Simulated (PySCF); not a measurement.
B(H)(NCO)2 (C2HBN2O2), SMILES O=C=NBN=C=O.

Geometry optimised at TPSSh-D3(BJ)/def2-SVP. The structure was generated by enumeration, and PubChem lists no compound with its InChIKey, so it may never have been made. One conformer was computed; it need not be the lowest.

Two levels are set side by side: PBE/def2-TZVP (PySCF) and r2SCAN/def2-TZVP (PySCF). Same geometry, gas phase. Differences are taken from unrounded values.

| quantity | r2SCAN | PBE | PBE minus r2SCAN |
|---|---|---|---|
| orbital gap (eV) | 5.06 | 4.49 | -0.57 |
| highest occupied level (eV) | -7.74 | -7.44 | 0.31 |
| lowest empty level (eV) | -2.68 | -2.95 | -0.27 |
| dipole moment (D) | 0.91 | 0.83 | -0.08 |
| mean polarisability (bohr³) | 59.2 | 61.8 | 2.6 |

Rough cost on one machine, each run with all the roots and properties that it gave: r2SCAN against PBE about 4 times.
